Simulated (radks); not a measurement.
The numbers below are computed, except where a source is named.
Isoelectronic series with 16 electrons, all held in the configuration [Ne] 3s2 3p4, which need not be the ground one along the series. Code: a radial shooting solver on a logarithmic mesh with Libxc functionals. Model: scalar-relativistic Kohn-Sham, BLYP, spin-polarised, spherical densities, finite nucleus; open shells are filled with parallel spins first (spin-orbit coupling, left out, can overturn this in heavy ions); Fermi nuclear charge, rms radius of each element as measured or else 0.836 A^(1/3) + 0.57 fm. Total energies (hartree) and orbital eigenvalues (hartree):

ion    E (hartree)    3p down      3p up
S       -399.25952   -0.21808   -0.27456
Sc5+    -756.60477   -3.71553   -3.84319
Fe10+  -1233.99959  -10.15368  -10.34566
Ga15+  -1832.98015  -19.44615  -19.70040
Kr20+  -2555.75186  -31.59405  -31.90972
Nb25+  -3405.08556  -46.61936  -46.99614
Pd30+  -4384.34005  -64.55513  -64.99301
Sb35+  -5497.53318  -85.44292  -85.94211
Ba40+   -6749.4163  -109.3321  -109.8929
